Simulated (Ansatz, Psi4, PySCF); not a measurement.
Species: HB$_{2}$O$_{2}$, charge 1, multiplicity 1. SMILES: O=BB=[OH+]
Structure (B3LYP-D3(BJ)/def2-TZVP (Ansatz, a program for electronic structure) minimum search):
```xyz
5

O      0.0000     0.0000    -1.9166
B      0.0000     0.0000    -0.7007
B      0.0000     0.0000     0.9380
O      0.0000     0.0000     2.1292
H      0.0000     0.0000    -2.8868
```
Charge +1, spin multiplicity 1.

Quantity: vertical triplet-singlet gap, E(triplet) - E(singlet), in eV. Set-up: 6-311+G** with 5d; non-relativistic; valence correlation only; spin-orbit terms left out; 6-31G* and kin with 6d, 5d where marked; open shells spin-unrestricted; each state is the SCF solution reached for its charge and spin; dispersion terms only where a functional's name holds one. First-principles rows: single points at B3LYP-D3(BJ) geometries (Ansatz). Levels can end on unlike triplets.

| level | program | vertical triplet-singlet gap, E(triplet) - E(singlet) (eV) |
|---|---|---|
| PBE/6-31G* | Ansatz | 5.28 |
| B3LYP/6-31G* | Ansatz | 5.11 |
| B3LYP/6-311+G** | Ansatz | 5.06 |
| M06-2X/6-31G* (5d) | PySCF | 5.46 |
| wB97X-D/6-31G* | Psi4 | 6.87 |
| MP2/6-31G* | Ansatz | 5.93 |
| MP2/6-311+G** | Ansatz | 5.80 |
| PBE/def2-TZVPD | Ansatz | 5.19 |
| wB97X-V/def2-TZVPD | Ansatz | 5.07 |

No value to compare with is used here. The 7 habitual levels span 5.06 (B3LYP/6-311+G**) to 6.87 eV (wB97X-D/6-31G*); PBE/def2-TZVPD gives 5.19.

The levels are drawn from those run, B3LYP/6-31G* more often than the rest, none by its result; left out are runs that failed, that the program found above a lower state of the same kind, or whose <S^2> lies over 0.5 above the pure value.
